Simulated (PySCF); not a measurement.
**Computed properties of B(H)(OH)(OSiH3) (BH5O2Si), SMILES B(O[SiH3])O**

B(H)(OH)(OSiH3) (BH₅O₂Si), SMILES OBO[SiH3]. The structure is a stationary point at B3LYP-D3(BJ)/def2-SVP. One conformer was computed; it need not be the lowest. All values are computed for the isolated molecule unless a solvent is named; none is compared with measurement here.

**Structure.** The optimised structure has Cs symmetry. All 21 harmonic modes at B3LYP-D3(BJ)/def2-SVP (PySCF) are real, so it is a minimum. With heavy atoms numbered as in [BH:1]([OH:3])[O:5][SiH3:6], the shortest bond between them is B1–O3 at 1.353 Å and the longest O5–Si6 at 1.676 Å.

**Vibrations.** The strongest infrared lines (harmonic, unscaled, degenerate partners summed) lie at 1453 cm⁻¹ (759 km/mol, B 68 %, O 26 %), 986 cm⁻¹ (431 km/mol, H 90 %, Si 9 %), 793 cm⁻¹ (153 km/mol, O 41 %, H 26 %, Si 19 %, B 14 %). The softest mode is at 61 cm⁻¹ and the zero-point energy is 36.5 kcal/mol.

**Electronic structure.** ωB97X/def2-TZVP (PySCF) places the frontier levels at -11.57 and 2.15 eV, a gap of 13.72 eV, and gives a dipole moment of 1.54 D and a mean polarisability of 46.4 bohr³.

**Excitations.** TDDFT-B3LYP/def2-SVPD (PySCF) has S1 at 7.55 eV (164 nm, f = 0.003, weak); the most intense of the 10 singlets computed lies at 8.64 eV (f = 0.10). T1 (TDA) is at 7.24 eV. No vertical singlet excitation falls in the visible range (under 3.1 eV).

**NMR.** GIAO shifts at KT2/pcSseg-1 (PySCF) (non-relativistic, atoms alike by connectivity averaged): ¹H from 4.4 to 5.4 ppm against TMS; ²⁹Si at -29.5 ppm against TMS; ¹¹B at 11.7 ppm against BF3.
